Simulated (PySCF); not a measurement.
C₄H₆F₂O.
Structure used (GFN2-xTB), in Å, numbered top down from 1:
```xyz
13
C4H6F2O angstrom
C     -0.3309    1.2454   -0.5299
C     -0.4162    0.0445    0.0151
C     -1.7139   -0.6538    0.3297
F     -2.7614   -0.0837   -0.3378
O      0.6355   -0.7693    0.3980
C      1.9078   -0.3859    0.0645
F      2.3275    0.6886    0.8067
H     -1.2288    1.7729   -0.7908
H      0.5993    1.7463   -0.7213
H     -1.6605   -1.7055    0.0292
H     -1.9379   -0.5885    1.4010
H      2.5727   -1.2215    0.3099
H      2.0024   -0.0889   -0.9920
```

Method used: PySCF, TDDFT B3LYP/def2-SVPD, vertical, gas phase, core orbitals frozen in the response.

List the vertical singlet excitations with oscillator strengths and describe the spectrum.

| state | E (eV) | E (hartree) | f | main configurations (H = HOMO, L = LUMO) |
| --- | --- | --- | --- | --- |
| S1 | 6.59 | 0.2420 | 0.056 | H→L (54%), H→L+1 (40%) |
| S2 | 6.92 | 0.2543 | 0.127 | H→L+1 (56%), H→L (32%) |
| S3 | 7.31 | 0.2685 | 0.031 | H→L+2 (95%) |
| S4 | 7.38 | 0.2711 | 0.053 | H→L+3 (90%) |
| S5 | 7.71 | 0.2833 | 0.019 | H→L+4 (74%), H→L+5 (19%) |
| S6 | 8.04 | 0.2955 | 0.060 | H→L+5 (69%), H→L+4 (19%) |
| S7 | 8.27 | 0.3038 | 0.0027 | H→L+6 (94%) |
| S8 | 8.29 | 0.3048 | 0.0066 | H-1→L (72%), H-2→L (20%) |

Triplets, Tamm–Dancoff:

| state | E (eV) | λ (nm) | main configurations (H = HOMO, L = LUMO) |
| --- | --- | --- | --- |
| T1 | 4.48 | 276.6 | H→L (90%) |
| T2 | 6.59 | 188.1 | H→L+1 (90%) |
| T3 | 7.14 | 173.6 | H→L+3 (61%), H→L+2 (17%), H→L+5 (12%) |

The lowest singlet comes at 188 nm (635 kJ/mol) in the vacuum ultraviolet; it is of moderate strength; its leading configuration is HOMO→LUMO (54%). The most intense listed level is S2 at 6.92 eV (179 nm, f = 0.127), 0.33 eV above S1. Löwdin shares by element: HOMO carbon 65% or more, oxygen 18% (atoms not listed hold the other 17%); LUMO carbon 64% or more, oxygen 7% (atoms not listed hold the other 29%). The listed states span 1.71 eV, and the widest gap between neighbours is 0.39 eV (S2 to S3). Weighted by f, the mean energy of these states is 7.24 eV. The oscillator strengths of these states sum to 0.355; summed over the whole spectrum of an exact calculation they would give the number of electrons, 56 (Thomas–Reiche–Kuhn). No computed singlet lies in the visible range (380 to 750 nm); the lowest, at 188 nm, stands 3.32 eV above its violet end (3.26 eV). Only the lowest 8 singlets were computed, as vertical energies without vibronic structure.

One conformer stands for the species.
